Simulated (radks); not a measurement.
The numbers below are computed, except where a source is named.
Orbital eigenvalues (eV) of the ytterbium ion Yb+, [Xe] 4f14 6s1, at several levels of relativity; Dirac values are averaged over j with weights 2j + 1. Spin-unpolarised spherical Kohn-Sham, LDA (Slater exchange, Perdew-Wang correlation), point nucleus unless stated (finite: rms radius 5.3108 fm), a radial shooting solver on a logarithmic mesh with Libxc functionals. A level marked "c x" has the speed of light scaled by that factor.

| shell | non-rel. | scalar-rel. | scalar-rel., finite nucleus | Dirac | change of magnitude, last against first (%) |
|---|---|---|---|---|---|
| 2s | -9203.4 | -10375 | -10373 | -10356 | +12.53 |
| 2p | -8800.6 | -9148.4 | -9148.5 | -9183.6 | +4.35 |
| 3s | -2060.3 | -2343.3 | -2342.7 | -2338.9 | +13.52 |
| 3p | -1875.9 | -1973.5 | -1973.5 | -1980.9 | +5.60 |
| 3d | -1531.0 | -1522.5 | -1522.5 | -1519.4 | -0.76 |
| 4s | -395.94 | -465.84 | -465.70 | -464.97 | +17.44 |
| 4p | -321.00 | -344.40 | -344.40 | -346.41 | +7.91 |
| 4d | -185.40 | -184.58 | -184.59 | -184.22 | -0.64 |
| 5s | -52.323 | -61.998 | -61.978 | -61.883 | +18.27 |
| 5p | -32.762 | -34.462 | -34.463 | -34.769 | +6.13 |
| 4f | -14.281 | -10.059 | -10.061 | -10.036 | -29.72 |
| 6s | -8.7767 | -9.5536 | -9.5519 | -9.5538 | +8.85 |
